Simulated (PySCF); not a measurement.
Job file and geometry (Å, from GFN2-xTB) of an NMR shielding run on C7H11BO, PySCF, GIAO PBE0/pcSseg-1 NMR shielding, non-relativistic, gas phase; density fitting, a coarse starting grid and PySCF grid level 2 are the driver's defaults:

```
$ OMP_NUM_THREADS=1 python probes_run.py task.json out

{"job": {"kind": "nmr", "xc": "PBE0", "basis": "pcSseg-1"}, "charge": 0, "multiplicity": 1}
B     -1.165460    -1.319978     0.752529
C     -0.265576     0.852883    -0.234371
O      0.957757     1.392953    -0.243338
C      2.048637     0.604281    -0.688889
C      2.498108    -0.408393     0.358133
C     -0.675448    -0.448675    -0.627674
C     -2.123771    -0.517768    -0.365741
C     -2.490094     0.759156     0.149002
C     -1.379838     1.561651     0.251982
H     -1.090057    -2.488902     0.656489
H     -1.007927    -0.815361     1.798172
H      1.791829     0.099593    -1.628147
H      2.847846     1.324210    -0.886070
H      3.358437    -0.958748    -0.012302
H      2.774764     0.105925     1.274817
H      1.696814    -1.108132     0.582565
H     -0.164002    -1.053503    -1.356301
H     -2.801111    -1.147574    -0.915751
H     -3.482651     1.025067     0.468209
H     -1.333405     2.551993     0.663649
```

Problem. What does the program print?

Solution. 
```
coarse grid: 16600 points
cycle   1  E = -372.7525111007  dE =  1.528e+00  |g| = 5.797e-01  |ddm| = 4.041e+00
cycle   2  E = -372.7126848134  dE =  3.983e-02  |g| = 7.384e-01  |ddm| = 1.100e+00
cycle   3  E = -372.8287242106  dE = -1.160e-01  |g| = 1.139e-01  |ddm| = 6.485e-01
cycle   4  E = -372.8313971725  dE = -2.673e-03  |g| = 5.042e-02  |ddm| = 1.611e-01
cycle   5  E = -372.8320237333  dE = -6.266e-04  |g| = 1.690e-02  |ddm| = 6.389e-02
cycle   6  E = -372.8320844280  dE = -6.069e-05  |g| = 5.322e-03  |ddm| = 1.951e-02
cycle   7  E = -372.8320900890  dE = -5.661e-06  |g| = 1.039e-03  |ddm| = 5.679e-03
final grid: 159968 points
cycle   8  E = -372.8940860882  dE = -5.345e-05  |g| = 1.326e-02  |ddm| = 4.799e-02
cycle   9  E = -372.8940331733  dE =  5.291e-05  |g| = 2.135e-02  |ddm| = 2.814e-02
cycle  10  E = -372.8941216718  dE = -8.850e-05  |g| = 2.488e-03  |ddm| = 1.839e-02
cycle  11  E = -372.8941231695  dE = -1.498e-06  |g| = 4.322e-04  |ddm| = 2.958e-03
cycle  12  E = -372.8941232058  dE = -3.633e-08  |g| = 2.379e-04  |ddm| = 6.469e-04
cycle  13  E = -372.8941232207  dE = -1.488e-08  |g| = 3.891e-05  |ddm| = 2.645e-04
cycle  14  E = -372.8941232210  dE = -3.247e-10  |g| = 1.082e-05  |ddm| = 4.374e-05
converged SCF energy = -372.8941232210

GIAO shielding tensors (ppm)
atom      isotropic    diamagn.    paramagn.     s11        s22        s33       span
  0 B       73.067     194.016    -120.949     -4.372    109.825    113.749    118.121
  1 C      -15.879     252.157    -268.036   -112.227    -20.094     84.683    196.910
  2 O      153.408     398.369    -244.961     -8.232    165.502    302.952    311.184
  3 C      117.873     245.945    -128.071     83.023    105.617    164.980     81.958
  4 C      175.891     249.717     -73.827    155.079    181.330    191.262     36.183
  5 C      123.479     257.669    -134.190     90.903    112.282    167.253     76.349
  6 C      119.121     258.485    -139.364     83.408    115.822    158.132     74.724
  7 C        6.191     253.913    -247.723   -110.246    -29.784    158.601    268.847
  8 C       67.334     253.090    -185.756      2.555     52.134    147.312    144.756
  9 H       28.768      31.441      -2.674     23.647     28.118     34.538     10.891
 10 H       29.374      30.912      -1.539     25.059     29.705     33.357      8.298
 11 H       27.321      31.485      -4.164     24.051     26.872     31.039      6.988
 12 H       27.117      28.552      -1.435     22.160     26.822     32.369     10.209
 13 H       31.051      28.442       2.609     27.162     27.827     38.164     11.002
 14 H       30.604      29.793       0.811     26.955     27.889     36.966     10.010
 15 H       29.295      32.149      -2.854     22.583     30.696     34.606     12.023
 16 H       27.135      34.106      -6.971     22.120     28.532     30.753      8.633
 17 H       27.142      31.832      -4.691     22.552     26.467     32.407      9.855
 18 H       23.310      30.376      -7.067     21.302     23.625     25.001      3.699
 19 H       25.858      31.608      -5.750     23.423     26.587     27.565      4.142
```

Size and cost of the density-fitted run: 208 basis functions, 70 s wall time on 1 thread of an Arm Neoverse N1, shared host; peak memory 0.86 GiB.
